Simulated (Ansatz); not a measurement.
Ansatz (a first-principles code) job for H6InP3, SMILES [PH2][In]([PH2])[PH2], PBE-D3(BJ)/def2-SVP. 

Ansatz 0.2 input:
```yaml
crystal:
  periodic: [false, false, false]
  atoms:
    - {symbol: In, position_ang: [0.01060880, -0.00173420, -0.00000000]}
    - {symbol: P, position_ang: [0.11027200, 2.54674543, 0.00000126]}
    - {symbol: H, position_ang: [-0.86088473, 2.65552787, 1.04508641]}
    - {symbol: H, position_ang: [-0.86088473, 2.65552889, -1.04508379]}
    - {symbol: P, position_ang: [-0.12729017, -1.27035506, 2.20688505]}
    - {symbol: H, position_ang: [0.83728662, -0.42117448, 2.83563165]}
    - {symbol: H, position_ang: [0.84599515, -2.23714940, 1.80121524]}
    - {symbol: P, position_ang: [-0.12729017, -1.27035289, -2.20688630]}
    - {symbol: H, position_ang: [0.84599514, -2.23714763, -1.80121744]}
    - {symbol: H, position_ang: [0.83728662, -0.42117169, -2.83563207]}
basis:
  gaussian:
    orbitals: def2-SVP
hamiltonian:
  xc: pbe
  dispersion: d3bj
relax: {f_tol: 0.002, max_steps: 200}
```

Log of the run:

```
WARN ansatz: RAYON_NUM_THREADS=1 ignored (pool sized by the plan → 1); use --threads N
Functional definition: PBE
integrals: 0.06 GiB planned
1285 factors; their error is unknown
mean field: 0.30 GiB planned
mean field evaluation 1: about -33114.2237 eV, gradient 2.6e1 eV
mean field evaluation 2: about -33111.8692 eV, gradient 3.7e1 eV
mean field evaluation 4: about -33116.6023 eV, gradient 1.0e0 eV
mean field evaluation 8: about -33116.5896 eV, gradient 3.8e-2 eV
mean field evaluation 16: about -33116.5896 eV, gradient 2.3e-5 eV
mean field -33116.58961696 eV, -1217.0122211926 hartree, gradient 2.3e-5 eV, S^2 0.000000; 0 other end points of the search recorded, 0 dependent functions left out
the calculation of the forces begins
reference -33116.58965877 eV, -1217.0122227292 hartree; 36, 36 occupied and 74, 74 virtual orbitals, 1285 factors
relax step   1: F+E_penalty+E_count = -33116.85548989 eV  Δ(F+E_penalty+E_count) = +0.000e0 eV  max|allowed force component| = 3.609e-1 eV/Å  Δτ_max = 0.0000 Å  (27 SCF iters, accepted)
these checks for a lower state are left out or cut short: starts, cluster_reference, orbital_swaps, neighbouring_geometries, increment
integrals: 0.06 GiB planned
1285 factors; their error is unknown
mean field: 0.30 GiB planned
mean field -33116.59665558 eV, -1217.0124798570 hartree, gradient 6.8e-5 eV, S^2 0.000000; 0 other end points of the search recorded, 0 dependent functions left out
the calculation of the forces begins
reference -33116.59669734 eV, -1217.0124813919 hartree; 36, 36 occupied and 74, 74 virtual orbitals, 1285 factors
relax step   2: F+E_penalty+E_count = -33116.86375282 eV  Δ(F+E_penalty+E_count) = -8.263e-3 eV  max|allowed force component| = 1.269e-1 eV/Å  Δτ_max = 0.0228 Å  (25 SCF iters, accepted)
these checks for a lower state are left out or cut short: starts, cluster_reference, orbital_swaps, neighbouring_geometries, increment
integrals: 0.06 GiB planned
1285 factors; their error is unknown
mean field: 0.31 GiB planned
mean field -33116.59851933 eV, -1217.0125483487 hartree, gradient 6.6e-5 eV, S^2 0.000000; 0 other end points of the search recorded, 0 dependent functions left out
the calculation of the forces begins
reference -33116.59856108 eV, -1217.0125498830 hartree; 36, 36 occupied and 74, 74 virtual orbitals, 1285 factors
relax step   3: F+E_penalty+E_count = -33116.86512779 eV  Δ(F+E_penalty+E_count) = -1.375e-3 eV  max|allowed force component| = 3.686e-2 eV/Å  Δτ_max = 0.0162 Å  (25 SCF iters, accepted)
these checks for a lower state are left out or cut short: starts, cluster_reference, orbital_swaps, neighbouring_geometries, increment
integrals: 0.06 GiB planned
1285 factors; their error is unknown
mean field: 0.31 GiB planned
mean field evaluation 32: about -33116.5989 eV, gradient 2.1e-5 eV
mean field -33116.59892486 eV, -1217.0125632517 hartree, gradient 6.6e-5 eV, S^2 0.000000; 0 other end points of the search recorded, 0 dependent functions left out
the calculation of the forces begins
reference -33116.59896663 eV, -1217.0125647867 hartree; 36, 36 occupied and 74, 74 virtual orbitals, 1285 factors
relax step   4: F+E_penalty+E_count = -33116.86547816 eV  Δ(F+E_penalty+E_count) = -3.504e-4 eV  max|allowed force component| = 4.775e-3 eV/Å  Δτ_max = 0.0066 Å  (24 SCF iters, accepted)
these checks for a lower state are left out or cut short: starts, cluster_reference, orbital_swaps, neighbouring_geometries, increment
integrals: 0.06 GiB planned
1285 factors; their error is unknown
mean field: 0.30 GiB planned
mean field -33116.59891532 eV, -1217.0125629009 hartree, gradient 2.8e-5 eV, S^2 0.000000; 0 other end points of the search recorded, 0 dependent functions left out
the calculation of the forces begins
reference -33116.59895708 eV, -1217.0125644358 hartree; 36, 36 occupied and 74, 74 virtual orbitals, 1285 factors
relax step   5: F+E_penalty+E_count = -33116.86548793 eV  Δ(F+E_penalty+E_count) = -9.769e-6 eV  max|allowed force component| = 3.342e-3 eV/Å  Δτ_max = 0.0011 Å  (19 SCF iters, accepted)
these checks for a lower state are left out or cut short: starts, cluster_reference, orbital_swaps, neighbouring_geometries, increment
integrals: 0.06 GiB planned
1285 factors; their error is unknown
mean field: 0.31 GiB planned
mean field -33116.59890504 eV, -1217.0125625231 hartree, gradient 7.1e-5 eV, S^2 0.000000; 0 other end points of the search recorded, 0 dependent functions left out
the calculation of the forces begins
reference -33116.59894679 eV, -1217.0125640576 hartree; 36, 36 occupied and 74, 74 virtual orbitals, 1285 factors
relax step   6: F+E_penalty+E_count = -33116.86550780 eV  Δ(F+E_penalty+E_count) = -1.987e-5 eV  max|allowed force component| = 2.793e-3 eV/Å  Δτ_max = 0.0033 Å  (20 SCF iters, accepted)
these checks for a lower state are left out or cut short: starts, cluster_reference, orbital_swaps, neighbouring_geometries, increment
integrals: 0.06 GiB planned
1285 factors; their error is unknown
mean field: 0.31 GiB planned
mean field -33116.59890208 eV, -1217.0125624145 hartree, gradient 1.9e-5 eV, S^2 0.000000; 0 other end points of the search recorded, 0 dependent functions left out
the calculation of the forces begins
reference -33116.59894382 eV, -1217.0125639486 hartree; 36, 36 occupied and 74, 74 virtual orbitals, 1285 factors
relax step   7: F+E_penalty+E_count = -33116.86552600 eV  Δ(F+E_penalty+E_count) = -1.820e-5 eV  max|allowed force component| = 2.406e-3 eV/Å  Δτ_max = 0.0051 Å  (23 SCF iters, accepted)
these checks for a lower state are left out or cut short: starts, cluster_reference, orbital_swaps, neighbouring_geometries, increment
integrals: 0.06 GiB planned
1285 factors; their error is unknown
mean field: 0.31 GiB planned
mean field -33116.59891030 eV, -1217.0125627166 hartree, gradient 7.4e-5 eV, S^2 0.000000; 0 other end points of the search recorded, 0 dependent functions left out
the calculation of the forces begins
reference -33116.59895203 eV, -1217.0125642503 hartree; 36, 36 occupied and 74, 74 virtual orbitals, 1285 factors
relax step   8: F+E_penalty+E_count = -33116.86553421 eV  Δ(F+E_penalty+E_count) = -8.207e-6 eV  max|allowed force component| = 1.943e-3 eV/Å  Δτ_max = 0.0037 Å  (20 SCF iters, accepted)
these checks for a lower state are left out or cut short: starts, cluster_reference, orbital_swaps, neighbouring_geometries, increment
integrals: 0.06 GiB planned
1285 factors; their error is unknown
mean field: 0.30 GiB planned
mean field -33116.59892605 eV, -1217.0125632952 hartree, gradient 1.4e-5 eV, S^2 0.000000; 0 other end points of the search recorded, 0 dependent functions left out
the calculation of the forces begins
reference -33116.59896777 eV, -1217.0125648284 hartree; 36, 36 occupied and 74, 74 virtual orbitals, 1285 factors
relax step   9: F+E_penalty+E_count = -33116.86553773 eV  Δ(F+E_penalty+E_count) = -3.521e-6 eV  max|allowed force component| = 2.862e-3 eV/Å  Δτ_max = 0.0062 Å  (23 SCF iters, accepted)
these checks for a lower state are left out or cut short: starts, cluster_reference, orbital_swaps, neighbouring_geometries, increment
integrals: 0.06 GiB planned
1285 factors; their error is unknown
mean field: 0.31 GiB planned
mean field evaluation 64: about -33116.6147 eV, gradient 9.3e-2 eV
mean field -33116.59894490 eV, -1217.0125639880 hartree, gradient 4.0e-5 eV, S^2 0.000000; 0 other end points of the search recorded, 0 dependent functions left out
the calculation of the forces begins
reference -33116.59898662 eV, -1217.0125655211 hartree; 36, 36 occupied and 74, 74 virtual orbitals, 1285 factors
relax step  10: F+E_penalty+E_count = -33116.86554729 eV  Δ(F+E_penalty+E_count) = -9.563e-6 eV  max|allowed force component| = 1.813e-3 eV/Å  Δτ_max = 0.0021 Å  (20 SCF iters, accepted)
these checks for a lower state are left out or cut short: starts, cluster_reference, orbital_swaps, neighbouring_geometries, increment
integrals: 0.06 GiB planned
1285 factors; their error is unknown
mean field: 0.31 GiB planned
mean field -33116.59894024 eV, -1217.0125638169 hartree, gradient 6.5e-5 eV, S^2 0.000000; 0 other end points of the search recorded, 0 dependent functions left out
the calculation of the forces begins
reference -33116.59898196 eV, -1217.0125653499 hartree; 36, 36 occupied and 74, 74 virtual orbitals, 1285 factors
relax step  11: F+E_penalty+E_count = -33116.86555118 eV  Δ(F+E_penalty+E_count) = -3.887e-6 eV  max|allowed force component| = 2.545e-3 eV/Å  Δτ_max = 0.0027 Å  (19 SCF iters, accepted)
these checks for a lower state are left out or cut short: starts, cluster_reference, orbital_swaps, neighbouring_geometries, increment
integrals: 0.06 GiB planned
1285 factors; their error is unknown
mean field: 0.31 GiB planned
mean field -33116.59894323 eV, -1217.0125639266 hartree, gradient 5.2e-5 eV, S^2 0.000000; 0 other end points of the search recorded, 0 dependent functions left out
the calculation of the forces begins
reference -33116.59898493 eV, -1217.0125654593 hartree; 36, 36 occupied and 74, 74 virtual orbitals, 1285 factors
relax step  12: F+E_penalty+E_count = -33116.86555257 eV  Δ(F+E_penalty+E_count) = -1.388e-6 eV  max|allowed force component| = 1.459e-3 eV/Å  Δτ_max = 0.0028 Å  (20 SCF iters, accepted)
integrals: 0.06 GiB planned
1285 factors; their error is unknown
mean field: 0.31 GiB planned
mean field evaluation 96: about -33116.5989 eV, gradient 1.9e-5 eV
mean field -33116.59894323 eV, -1217.0125639266 hartree, gradient 5.2e-5 eV, S^2 0.000000; 1 other end points of the search recorded, 0 dependent functions left out
the calculation of the forces begins
reference -33116.59898493 eV, -1217.0125654593 hartree; 36, 36 occupied and 74, 74 virtual orbitals, 1285 factors
Total energy: -33116.86559427 eV, -1217.0223631719 hartree
Atom 0 at     0.008171     0.002021     0.000000 Å, force     0.001222     0.000587    -0.000000 eV/Å
Atom 1 at     0.120497     2.550167     0.000001 Å, force    -0.000673    -0.000935    -0.000000 eV/Å
Atom 2 at    -0.868201     2.638719     1.047024 Å, force     0.000132     0.000422    -0.000419 eV/Å
Atom 3 at    -0.868201     2.638720    -1.047022 Å, force     0.000132     0.000422     0.000419 eV/Å
Atom 4 at    -0.138055    -1.263571     2.208098 Å, force     0.001459    -0.000872     0.000263 eV/Å
Atom 5 at     0.861059    -0.415397     2.811156 Å, force    -0.000880    -0.000014    -0.000945 eV/Å
Atom 6 at     0.836411    -2.236491     1.778162 Å, force    -0.000985     0.000638     0.000156 eV/Å
Atom 7 at    -0.138055    -1.263569    -2.208100 Å, force     0.001459    -0.000872    -0.000263 eV/Å
Atom 8 at     0.836411    -2.236489    -1.778164 Å, force    -0.000985     0.000638    -0.000156 eV/Å
Atom 9 at     0.861059    -0.415394    -2.811156 Å, force    -0.000880    -0.000014     0.000945 eV/Å
Dipole moment:     0.140572    -0.009170    -0.000000 e Å
```

The calculation finished and met its thresholds.
